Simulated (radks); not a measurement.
Values are calculated unless marked as measured or tabulated.
Task: Numerical settings for the hafnium ion Hf3+, [Xe] 4f14 5d1. Code: a radial shooting solver on a logarithmic mesh with Libxc functionals. Model: Dirac Kohn-Sham, LDA (Slater exchange, Perdew-Wang correlation), spin-unpolarised, spherical densities, point nucleus; open shells fill j = l - 1/2 first. The defaults (mesh step 0.008 in ln r, mesh end at 40 bohr or more with all orbitals vanishing there, Anderson mixing 0.5 over 9 steps, residual threshold near 1e-9 with the energy settled to 1e-9 hartree or 1e-11 of itself, here a cap of 64 iterations) give E = -15087.0083 hartree and 5d3/2 at -27.753 eV in 14 iterations. Run on one thread of a shared host, so times are rough (Arm Neoverse V2): 0.17 s of CPU time, 0.17 s wall, 14 iterations on 2501 mesh points. One setting is changed at a time: mesh step in ln r 0.08; mesh step in ln r 0.05; mesh step in ln r 0.005; mesh end (bohr) 3; mesh end (bohr) 1; residual threshold 0.1; residual threshold 0.01; mixing 0.2; linear mixing, mixing 1; linear mixing, mixing 0.5; mixing history 20; iteration cap 8. Which runs fail to converge, and which converge to a wrong energy?

Result: Not converged within the cap: mesh step in ln r 0.08; linear mixing, mixing 1; iteration cap 8. Settled on a wrong energy, with an occupied level pushed above zero by the early mesh end: mesh end (bohr) 1 (+185 hartree). Apart from these: settings that end as converged yet miss the energy by more than 1 mhartree: mesh end (bohr) 3 (+0.315 hartree).
